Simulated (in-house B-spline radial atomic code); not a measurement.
A calculation on Fe⁷⁺: its settings, and results tabulated from the run. Level of theory: non-relativistic wB97X, spin-polarised, spherical fractional occupations, point nucleus; calculated with an all-electron radial atomic-structure program (B-spline basis).

Command:
```bash
python run_scf.py task.json out
```
Settings:
```
Z                26
configuration    [Ar] 3d1
hamiltonian      nr
method           wb97x
spin_polarised   True
```

Output (hartree, bohr):
```
 radial grid: 43 intervals, B-splines of order 8, outer radius 8.961 bohr

 iter        energy (Eh)    residual
    1       -1239.940351    6.90e-01
    2       -1247.666329    2.30e-01
    3       -1248.342879    8.35e-02
    4       -1248.432215    3.01e-02
    5       -1248.444420    8.37e-03
    6       -1248.445545    3.40e-04
    7       -1248.445546    3.31e-05
    8       -1248.445546    2.06e-06
    9       -1248.445546    9.74e-08

 total energy                     -1248.44555
 kinetic                            1247.8603
 electron-nucleus                  -2867.4939
 Hartree                             422.0800
 exact exchange                      -10.4042
 exchange-correlation                -40.4877

 orbital      occ     eigenvalue          <r>       <r^2>       <1/r>     <1/r^3>       <r^4>       r_max
 1s up      1.000      -261.4210     0.059142  0.00469035     25.5178           - 5.61835e-05     0.03895
 1s down    1.000      -261.4210    0.0591418  0.00469031     25.5179           - 5.61817e-05     0.03895
 2s up      1.000       -35.7196     0.269437   0.0855853     5.47516           -   0.0127159       0.225
 2s down    1.000       -35.6879      0.26924   0.0854501     5.47923           -   0.0126696       0.225
 2p up      3.000       -31.5691       0.2364   0.0685339     5.41834     462.992  0.00948198      0.1812
 2p down    3.000       -31.5436     0.236175   0.0683871     5.42219     463.683  0.00943318      0.1811
 3s up      1.000        -8.6024     0.765217    0.668132      1.8476           -    0.681443      0.6864
 3s down    1.000        -8.5371     0.766768    0.670878     1.84217           -    0.687763      0.6869
 3p up      3.000        -7.3150     0.777311     0.69901     1.75681     69.9837    0.779484       0.685
 3p down    3.000        -7.2456     0.779447    0.702938     1.75061     69.3519      0.7894      0.6857
 3d up      1.000        -4.9346     0.782532    0.728662     1.56448     8.27914    0.979797      0.6241
```

Time taken, with all properties: 0.5 s on 1 thread of Arm Neoverse N1, with other jobs on the host.

Caution: exact exchange at fractional occupations of open shells leaves self-interaction of up to several eV.
